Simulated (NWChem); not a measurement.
**Correlation energy of BeF2**

```xyz
3

Be     0.0000     0.0000     0.0000
F      0.0000     0.0000     1.3865
F      0.0000     0.0000    -1.3865
```
Charge 0, spin multiplicity 1.

All runs are NWChem calculations. Structure: optimised with B3LYP/def2-SVP, a minimum by its harmonic frequencies.

Basis set: cc-pVTZ. Each correlation energy counts from its own Hartree-Fock reference.

The correlated methods keep 3 core orbitals frozen. The structure started from a generated list of species. No row is a measurement; the coupled-cluster row has its own basis-set and correlation limits.

Order these methods by the correlation energy they give, lowest first: CCSD(T), CCSD+T(CCSD), MP2, CR-CCSD(T), CR-CCSD[T].

CCSD+T(CCSD) (-569.5 mHa), CCSD(T) (-568.3 mHa), CR-CCSD[T] (-566.6 mHa), CR-CCSD(T) (-565.7 mHa), MP2 (-555.1 mHa)
